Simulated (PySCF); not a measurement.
SMILES [OH][GeH]([OH])[F], CAM-B3LYP/def2-SVP optimised geometry.

```
7

Ge    -0.62    -0.72     0.00
O     -1.21    -1.52     1.43
O     -1.05    -1.68    -1.40
F      1.11    -0.72     0.00
H     -1.11     0.72     0.00
H     -1.15    -2.48     1.40
H     -0.33    -1.79    -2.03
```

Density from CAM-B3LYP/def2-TZVP (PySCF) at that geometry.

Minimum of the electron density along straight lines between bonded atoms, close to the bond critical point (lines longer than 1.1 times the sum of covalent radii, or with two minima, are not listed):

| bond | length / Å | ρ at the minimum / e bohr⁻³ | ∇²ρ there / e bohr⁻⁵ | position (fraction from the first atom) |
|---|---|---|---|---|
| Ge1–O2 | 1.744 | 0.156 | 0.73 | 0.48 |
| Ge1–O3 | 1.755 | 0.152 | 0.70 | 0.47 |
| Ge1–F4 | 1.734 | 0.143 | 0.81 | 0.48 |
| Ge1–H5 | 1.517 | 0.143 | 0.02 | 0.59 |
| O2–H6 | 0.966 | 0.350 | -2.37 | 0.81 |
| O3–H7 | 0.966 | 0.350 | -2.36 | 0.81 |
